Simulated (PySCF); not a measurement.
Compound: C₆H₅FOS.
Numbering: `[CH:1]#[C:2][C@@H:3]1[C@@H:4]([F:5])[CH:6]=[CH:7][S@@:8]1=[O:9]` (hydrogens: H10 on C1; H11 on C3; H12 on C4; H13 on C6; H14 on C7)

The geometry is computed with GFN2-xTB (gas phase).

(1) Give the optimised bond lengths and angles.

Results:

(1) 
```
  bond  length (pm)
 C1≡C2        119.7
 C2–C3        143.4
 C3–C4        152.9
 C4–F5        138.0
 C4–C6        150.0
 C6=C7        131.7
 C7–S8        182.7
 S8=O9        145.8
 C3–S8        189.4
C1–H10        104.8
C3–H11        109.3
C4–H12        109.9
C6–H13        107.9
C7–H14        107.4
```

A selection of angles:
```
   angle  degrees
C1–C2–C3    177.1
C2–C3–C4    114.6
C2–C3–S8    110.2
C4–C3–S8    105.9
C3–C4–F5    110.6
C3–C4–C6    107.3
F5–C4–C6    110.6
C4–C6–C7    116.0
C6–C7–S8    114.1
C7–S8–O9    104.7
C3–S8–C7     87.7
C3–S8–O9    107.5
```

Dihedral angles: C2–C3–C4–F5 88° (synclinal); C3–C4–C6–C7 18° (synperiplanar); C4–C6–C7–S8 4° (synperiplanar); C6–C7–S8–O9 89° (synclinal); C2–C3–S8–C7 151° (antiperiplanar).

S8 (sulfinyl sulfur) is pyramidal (angles 107.5°, 104.7° and 87.7°, sum 300.0°, 0.77 Å off the plane of its three neighbours). The 5 C–C bonds span 1.197 Å (C1≡C2, drawn triple) to 1.529 Å (C3–C4, drawn single), a spread of 0.332 Å. The 2 C–S bonds span 1.827 Å (C7–S8, drawn single) to 1.894 Å (C3–S8, drawn single), a spread of 0.067 Å. The 5-membered ring C3–C4–C6–C7–S8 has internal angles of 87.7° to 116.0°; it is puckered, 0.15 Å rms from its mean plane, widest ring torsion 29°.

Point group: C1 (no symmetry element, even within 0.4 Å). GFN2-xTB frequencies: not computed here. The numbers are those of one conformer.
